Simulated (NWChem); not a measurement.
Species: arsenic trifluoride (AsF₃); SMILES F[As](F)F

Give the equilibrium geometry at PBE-D3(BJ)/def2-SVP (NWChem) as a list of bonds and angles, with the point group.

point group C3v; any orientation.
Bonds (Å): F1–As2 1.751, As2–F3 1.751, As2–F4 1.751. Bond angles (°): F1–As2–F3 96.5, F1–As2–F4 96.5, F3–As2–F4 96.5.
